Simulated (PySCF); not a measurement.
## Partial charges of `CN(C)C(=P)N(C)C`

C5H13N2P.
Geometry (GFN2-xTB, Å), atoms numbered from 1 in this order:
```
atom  x, y, z in Å
C1    -2.1819   -0.3037   -1.0203
N2    -1.0734   -0.1402   -0.1169
C3    -1.4862    0.2318    1.2212
C4     0.1366    0.3516   -0.5846
P5     0.4040    1.2240   -2.0387
N6     1.2012    0.0800    0.2460
C7     1.2797   -1.1879    0.9396
C8     2.4872    0.6328   -0.0930
H9    -2.7501    0.6242   -1.1735
H10   -2.8569   -1.0515   -0.5984
H11   -1.8171   -0.6619   -1.9815
H12   -0.6186    0.4802    1.8251
H13   -2.0242   -0.5984    1.6850
H14   -2.1524    1.1039    1.1949
H15   -0.9331    1.4366   -2.3315
H16    2.0115   -1.8423    0.4531
H17    0.3131   -1.6828    0.9287
H18    1.5925   -1.0300    1.9748
H19    2.9408    0.1251   -0.9538
H20    3.1479    0.5383    0.7688
H21    2.3702    1.6871   -0.3454
```

Density: PBE0/pcSseg-1 (PySCF); schemes: Mulliken, IAO, Hirshfeld and ESP-fitted. Geometry: GFN2-xTB; no solvent, vibrations or thermal averaging.

Question: Atoms with like bonding are taken together and averaged. For which atoms does the sign change between the 4 schemes (beyond +0.03 e in one, beyond −0.03 e in another)?

Answer: N2, C4, N6 and H15. Atomic charges aren't observables, and each scheme defines them in its own way.

Question: Which atoms carry the lowest charge in the Mulliken, IAO, Hirshfeld and ESP-fitted schemes?

Answer: The schemes don't all agree: Mulliken N2 (-0.653); IAO C7/C8 (-0.311); Hirshfeld P5 (-0.127); ESP-fitted P5 (-0.409).

Question: Which atoms carry the highest charge in the Mulliken, IAO, Hirshfeld and ESP-fitted schemes?

Answer: The schemes don't all agree: Mulliken C4 (+0.196); IAO H16 (×6) (+0.146); Hirshfeld C4 (+0.048); ESP-fitted H15 (+0.151).

Question: Give the atomic charges in each scheme.

Answer: In e; atoms taken as equivalent share a row and are averaged (×n: the atom named and its like, n in all):

```json
{"atom": "C1/C3", "environment": "N-methyl carbon", "Mulliken": "-0.086", "IAO": "-0.304", "Hirshfeld": "-0.067", "ESP-fitted": "-0.328"}
{"atom": "N2", "environment": "nitrogen bonded to 3 C", "Mulliken": "-0.653", "IAO": "-0.193", "Hirshfeld": "-0.055", "ESP-fitted": "+0.104"}
{"atom": "C4", "environment": "carbon bonded to 2 N and P", "Mulliken": "+0.196", "IAO": "0.000", "Hirshfeld": "+0.048", "ESP-fitted": "-0.062"}
{"atom": "P5", "environment": "phosphorus bonded to C and H", "Mulliken": "-0.033", "IAO": "-0.109", "Hirshfeld": "-0.127", "ESP-fitted": "-0.409"}
{"atom": "N6", "environment": "nitrogen bonded to 3 C", "Mulliken": "-0.644", "IAO": "-0.169", "Hirshfeld": "-0.049", "ESP-fitted": "+0.084"}
{"atom": "C7/C8", "environment": "N-methyl carbon", "Mulliken": "-0.085", "IAO": "-0.311", "Hirshfeld": "-0.069", "ESP-fitted": "-0.322"}
{"atom": "H9 (×6)", "environment": "methyl hydrogen", "Mulliken": "+0.120", "IAO": "+0.142", "Hirshfeld": "+0.041", "ESP-fitted": "+0.116"}
{"atom": "H15", "environment": "P–H hydrogen", "Mulliken": "-0.003", "IAO": "-0.032", "Hirshfeld": "-0.036", "ESP-fitted": "+0.151"}
{"atom": "H16 (×6)", "environment": "methyl hydrogen", "Mulliken": "+0.126", "IAO": "+0.146", "Hirshfeld": "+0.041", "ESP-fitted": "+0.123"}
```

Mean size of the charges over all atoms: ESP-fitted 0.169 e, IAO 0.165 e, Mulliken 0.160 e, Hirshfeld 0.051 e. Each set sums to the total charge, 0, to within 0.001 e. The IAO scheme counts the electrons in orthogonalised intrinsic atomic orbitals, a minimal basis polarised so that it spans the occupied orbitals exactly.

Some averages cover members that differ in this geometry: C7/C8, ESP-fitted -0.398 to -0.246; C1/C3, ESP-fitted -0.394 to -0.262; H16 (×6), ESP-fitted +0.084 to +0.151; H9 (×6), ESP-fitted +0.097 to +0.144 e.

Question: Sum the charges by element, for elements with more than one atom.

Answer: 
```
element  atoms  Mulliken     IAO  Hirshfeld  ESP-fitted
      C      5    -0.146  -1.229     -0.226      -1.362
      N      2    -1.298  -0.361     -0.104      +0.188
      H     13    +1.477  +1.699     +0.456      +1.584
```

Question: How closely do the schemes follow one another over all atoms?

Answer: Correlation coefficient and root-mean-square difference: IAO with Hirshfeld 0.89, 0.137 e; IAO with ESP-fitted 0.80, 0.123 e; Hirshfeld with ESP-fitted 0.79, 0.159 e; Mulliken with IAO 0.63, 0.181 e; Mulliken with Hirshfeld 0.62, 0.199 e; Mulliken with ESP-fitted 0.17, 0.276 e.
